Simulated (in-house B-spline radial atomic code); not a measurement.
Radial electron density of the aluminium ion Al⁸⁺, [He] 2s2 2p1. Computed with an all-electron radial atomic-structure program (B-spline basis): non-relativistic BP86, spin-polarised, spherical fractional occupations, point nucleus.

Columns: r (bohr), 4πr²n(r) (electrons per bohr), bar.

```
 0.00444   0.3188 #
 0.00516   0.4226 #
   0.006    0.559 ##
 0.00699   0.7393 ##
 0.00813   0.9708 ###
 0.00945    1.267 ####
   0.011    1.649 #####
  0.0128    2.131 ######
  0.0149    2.733 ########
  0.0173    3.461 ##########
  0.0201    4.344 #############
  0.0234    5.402 ################
  0.0273    6.643 ####################
  0.0317    7.987 ########################
  0.0369    9.453 #############################
  0.0429    10.93 #################################
  0.0499    12.33 #####################################
  0.0581    13.51 #########################################
  0.0676    14.29 ###########################################
  0.0786    14.54 ############################################
  0.0915    14.12 ###########################################
   0.106    13.07 ########################################
   0.124    11.34 ##################################
   0.144    9.355 ############################
   0.168    7.323 ######################
   0.195    5.746 #################
   0.227     4.82 ###############
   0.264    4.667 ##############
   0.307    5.108 ###############
   0.357    5.754 #################
   0.415    6.138 ###################
   0.483    5.915 ##################
   0.562    5.015 ###############
   0.654    3.669 ###########
   0.761    2.274 #######
   0.885    1.172 ####
    1.03   0.4865 #
     1.2   0.1571 
    1.39  0.04064 
    1.62 0.007247 
    1.89 0.0008734
```

On this grid the curve has 2 maxima, near 0.0786, 0.415 bohr.

The 2s up radial function P(r) = rR(r), positive near the nucleus:

| r (bohr) | P |
| --- | --- |
| 0.00154 | 0.04223 |
| 0.00208 | 0.05664 |
| 0.00282 | 0.07605 |
| 0.00381 | 0.1014 |
| 0.00516 | 0.1349 |
| 0.00699 | 0.1784 |
| 0.00945 | 0.2334 |
| 0.0128 | 0.3022 |
| 0.0173 | 0.3843 |
| 0.0234 | 0.4778 |
| 0.0317 | 0.5755 |
| 0.0429 | 0.6608 |
| 0.0581 | 0.7066 |
| 0.0786 | 0.6723 |
| 0.106 | 0.5129 |
| 0.144 | 0.1812 |
| 0.195 | -0.3095 |
| 0.264 | -0.8715 |
| 0.357 | -1.319 |
| 0.483 | -1.44 |
| 0.654 | -1.157 |
| 0.885 | -0.6547 |
| 1.2 | -0.2366 |
| 1.62 | -0.04949 |
